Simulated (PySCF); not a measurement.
Simulation results for BClH₅NSi

Computed with PySCF 2.14.0. Calculation on a computer-drawn molecule: the log of a Hartree-Fock and frozen-core CCSD(T) single point meant for a local Hartree-Fock minimum, with one planted fault or none, to be diagnosed. Offsets are logged minus clean, where the clean run is the same molecule without the fault. The reference is restricted for singlets and unrestricted otherwise, and also for a bond in bohr or an excited solution. Adding or removing an electron swaps singlet and doublet. The excited solution moves the top pair (singlet) or top alpha electron (doublet) to the lowest empty orbital. Highest occupied and lowest empty are orbital energies over both spins, largest force is the largest gradient component, triples share is (T) over the correlation energy, the T1 limit is 0.02 restricted and 0.045 unrestricted, electrons count all cores, a negative frequency is imaginary (commonest isotopes), and the dipole is about the centre of nuclear charge.

### BClH₅NSi

Logged structure:
```xyz
9
BClH5NSi
N     -2.0412    -0.4376     2.4903
B     -2.0783     0.0231     1.1864
Si    -1.5155    -1.0893    -0.4290
Cl    -2.6603     1.7069     0.9176
H     -1.7325    -1.3573     2.7280
H     -2.3205     0.1195     3.2731
H     -2.6505    -1.2467    -1.3706
H     -1.0686    -2.4433    -0.0052
H     -0.3959    -0.4321    -1.1459
```

| Property | Result |
| --- | --- |
| meant charge | 0 |
| meant multiplicity | 1 |
| meant basis | cc-pV(D+d)Z |
| logged electrons | 47 |
| logged basis functions | 99 |
| logged SCF converged | yes |
| logged spin squared | 0.7708 |
| logged highest occupied | -17.488 eV |
| logged lowest empty | -8.6183 eV |
| logged largest force | 0.096157 hartree/bohr |
| logged T1 diagnostic | 0.030393 |
| logged D1 diagnostic | 0.18067 |
| logged triples share | 0.031794 |
| logged CC converged | yes |
| logged dipole magnitude | 3.4189 debye |
| logged SCF stable within its kind | yes |
| logged energy HF | -830.21662 hartree |
| logged energy CCSD(T) | -830.77246 hartree |
| possible faults | no fault, one electron removed, one electron added, multiplicity raised by two, geometry at a saddle point, SCF held on an excited solution, minimal basis STO-3G, one bond length entered in bohr, all coordinates scaled |

Drawn bonds:
```tsv
atom	other atom	order
1	2	1
2	3	1
2	4	1
1	5	1
1	6	1
3	7	1
3	8	1
3	9	1
```

To be estimated
1. Which fault was planted in the run of BClH₅NSi?

Calculated values
1. one electron removed

Further results for BClH₅NSi:

| Item | Value |
| --- | --- |
| HF energy offset from clean run | 226.3 kcal/mol |
| CCSD(T) energy offset from clean run | 231 kcal/mol |
